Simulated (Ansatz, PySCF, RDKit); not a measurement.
Dimer: H2O (SMILES O) (first 3 atoms) with SO2 (SMILES O=S=O); geometry from B3LYP-D3(BJ)/def2-TZVP, rigid monomers moved along the line of their centres of mass till O1···S5 is 2.44 Å.
(charge 0, multiplicity 1):
```xyz
6

O      0.50567    -0.09015     0.61050
H      0.60674     0.85034     0.42236
H     -0.36268    -0.33460     0.26938
O     -1.11916    -0.66564     2.91261
S      0.23312    -0.18289     3.03336
O      0.43289     1.23841     3.16102
```

Interaction energies are E(AB) − E(A) − E(B) at the monomers' geometry in the complex; basis-set methods are counterpoise corrected. RDKit's UFF carries no charges.

Run with Ansatz (Gaussian basis) for Hartree–Fock, density functionals and correlated methods; PySCF for the dispersion terms; RDKit for the force fields. Each number belongs to the level named beside it.

### Question
One of these levels gives -169.8 meV for the interaction energy. Which?
A. UFF
B. PBE-D4/def2-TZVPPD
C. MMFF94
D. HF/aug-cc-pV(D+d)Z

### Answer
B, PBE-D4/def2-TZVPPD. The others give 599.4 (MMFF94), 893.3 (UFF), -44.3 (HF/aug-cc-pV(D+d)Z)

Ansatz is a quantum-chemistry and plane-wave program.
